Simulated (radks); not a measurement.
Valence configurations of Sm3+ (all share [Xe]). Method: Dirac Kohn-Sham, LDA (Slater exchange, Perdew-Wang correlation), spin-unpolarised, spherical densities, point nucleus; open shells fill j = l - 1/2 first; computed with a radial shooting solver on a logarithmic mesh with Libxc functionals. Order these by energy: 4f3 5d1.5 6p0.5; 4f2 5d2 6s0.5 6p0.5; 4f4 6p1; 4f5; 4f2 5d2 6p1; 4f3 5d2; 4f3 6s1 6p1; 4f2 6s2 6p1; 4f4 5d1; 4f3 5d1 6s1.

Answer. From the lowest, in eV above it: 4f5 0.000; 4f4 5d1 10.539; 4f4 6p1 19.413; 4f3 5d2 26.568; 4f3 5d1.5 6p0.5 31.468; 4f3 5d1 6s1 31.538; 4f3 6s1 6p1 42.705; 4f2 5d2 6s0.5 6p0.5 57.481; 4f2 5d2 6p1 60.127; 4f2 6s2 6p1 75.692. NIST lists [Xe] 4f5 as the ground configuration; this level of theory agrees among the configurations tried. The energies are those of spherical spin-averaged densities, not of single terms.
